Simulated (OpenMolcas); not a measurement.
# Mn III: from CASSCF to CASPT2

```json
{
  "Program": "OpenMolcas",
  "Basis": "ANO-RCC-VDZP [5s4p2d1f]",
  "Scalar Hamiltonian": "DKH2, point nucleus",
  "Active space": "5 electrons in 6 orbitals (3d 4s)",
  "State averaging": "2S+1 = 6 even, 6 roots; 2S+1 = 4 even, 59 roots; 2S+1 = 2 even, 81 roots (67 in the spin-orbit step)",
  "Spin-orbit coupling": "state interaction with AMFI integrals over the reference wave functions, term energies averaged over their components"
}
```

Methods on the same reference wave functions:
A. CASSCF
B. SS-CASPT2, IPEA 0.25 Eh, imaginary shift 0.1 Eh (closed shells correlated: 3s 3p)
C. MS-CASPT2, IPEA 0.25 Eh, imaginary shift 0.1 Eh (closed shells correlated: 3s 3p)

Energies in cm⁻¹ above 3d⁵ ⁶S_5/2, the measured ground level; measured values from Corliss and Sugar, J. Phys. Chem. Ref. Data 6, 1253 (1977).

```
               Level      A      B      C  Measured
          3d⁵ ⁶S_5/2    0.0    0.0    0.0       0.0
          3d⁵ ⁴G_5/2  26878  28610  28610          
          3d⁵ ⁴G_7/2  26898  28640  28640     26860
         3d⁵ ⁴G_11/2  26902  28640  28640          
          3d⁵ ⁴G_9/2  26909  28650  28650          
          3d⁵ ⁴P_5/2  31834  30770  30770     29168
          3d⁵ ⁴P_3/2  31887  30810  30810          
          3d⁵ ⁴P_1/2  31938  30860  30860          
          3d⁵ ⁴D_7/2  35007  34270  34270     32307
          3d⁵ ⁴D_1/2  35061  34320  34320     32369
          3d⁵ ⁴D_3/2  35098  34350  34350          
          3d⁵ ⁴D_5/2  35105  34350  34350     32384
         3d⁵ ²I_11/2  35953  39610  39610     39174
         3d⁵ ²I_13/2  35987  39650  39650     39176
3d⁵ ²D_5/2(1) [73 %]  41668  41480  41450     41238
       3d⁵ ²D_3/2(1)  42102  41850  41820     41570
       3d⁵ ²F_7/2(1)  43013  43010  42940     42606
3d⁵ ²F_5/2(1) [73 %]  43533  43470  43450     43105
          3d⁵ ²H_9/2  46250  47550  47550          
         3d⁵ ²H_11/2  46391  47730  47730     46671
       3d⁵ ²G_9/2(1)  48116  49080  49080          
       3d⁵ ²G_7/2(1)  48156  48900  48890          
          3d⁵ ⁴F_5/2  49340  46550  46550     43669
          3d⁵ ⁴F_7/2  49361  46500  46500
```

Deviations, from unrounded energies. A percentage is the sum of absolute deviations over the sum of measured energies, with the sign that they share, or ± where signs differ.

```tsv
Against measurement	Levels	A	B	C
mean absolute deviation (cm-1)	13	1900	1200	1200
other terms of the ground configuration (%)	13	±5.1	+3.1	+3.1
```

B, C lie about equally close to measurement and A furthest from it. The largest miss of C in the table is 3d⁵ ⁴F_5/2, by +2900 cm-1. The ranking rests on the paired levels alone, and a cruder setting can come out closer through cancelling errors.

Between B and C the level of the table that moves most is 3d⁵ ²F_7/2(1), by 77 cm-1 (lowest in C, highest in B). Moves below CASPT2's spread within the term are not significant.

The mean deviations of B to C differ by less than CASPT2's widest spread within a term (1100 cm-1), so their order carries little weight.

From A to B the spin-free energies of the other terms of 3d⁵ shown, above ⁶S, scale by factors of 0.94 to 1.10.

The lowest spin-free term lies below A's lowest term by 0.331 hartree in B, 0.331 hartree in C.

CASPT2 breaks the degeneracy within a term, and the mean is taken; among the terms shown or strongly mixed into the levels shown the widest spread is 1100 cm-1 (3d⁵ ²I, C). Some high roots are left out of the spin-orbit mixing, which shifts the levels that they would mix with. Without dynamic correlation excited terms often stand tens of per cent too high (terms of higher spin than the ground term too low), and those without a measured partner can miss by more than the paired ones (holds for A). Measured partners are found by configuration, term and J. A level has none where our copy of the source lacks it or the pairing is in doubt (some pairs that miss far off the trend of their configuration count as doubtful), and it then counts in no deviation. Levels of configurations outside the active space are missing. The table leaves out levels that lie high or whose names do not pair safely across all columns.

A share in square brackets marks a mixed level and gives the weight of the term that names it, the lowest over the columns. A number in round brackets counts repeated terms of one configuration in the order of the reference energies.
